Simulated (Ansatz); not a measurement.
Reaction (SMILES): O[Si](O)(Br)Br → O[Si](O)Br + Br atom (the Br-Si bond at the site shown breaks; other sites are not compared here)
Structures are relaxed separately at B3LYP-D3(BJ)/def2-TZVP in Ansatz (a first-principles code), one conformer each, not searched for the lowest. Frequencies are from Ansatz.

Property: bond dissociation energy (0 K, with B3LYP-D3(BJ) harmonic zero-point energies), in kJ/mol. Cores are frozen in the correlated levels unless marked. Open shells are spin-unrestricted. Spin-orbit coupling is left out. The frozen core is the preceding noble-gas configuration, with the filled d and f shells of earlier blocks. No relativistic terms. CBS marks a two-point X^-3 extrapolation of the correlation energy; Hartree-Fock from the larger set. The bracket is a focal-point correction in the basis named.

```json
[
 {"level": "B3LYP-D3(BJ)/def2-TZVPD", "program": "Ansatz + dftd3", "bond dissociation energy (kJ/mol)": "391.6"},
 {"level": "PBE0/def2-SVP", "program": "Ansatz", "bond dissociation energy (kJ/mol)": "398.9"},
 {"level": "PBE0-D3(BJ)/def2-TZVP", "program": "Ansatz + dftd3", "bond dissociation energy (kJ/mol)": "406.7"},
 {"level": "r2SCAN0/def2-TZVPD", "program": "Ansatz", "bond dissociation energy (kJ/mol)": "400.2"}
]
```

### Question
Estimate the value at RI-MP2/CBS(def2-TZVPP,def2-QZVPP)+[CCSD(T)-MP2]/def2-TZVPP as computed with Ansatz.

### Answer
418.3 kJ/mol, so r2SCAN0/def2-TZVPD differs from it by -18.1 kJ/mol.
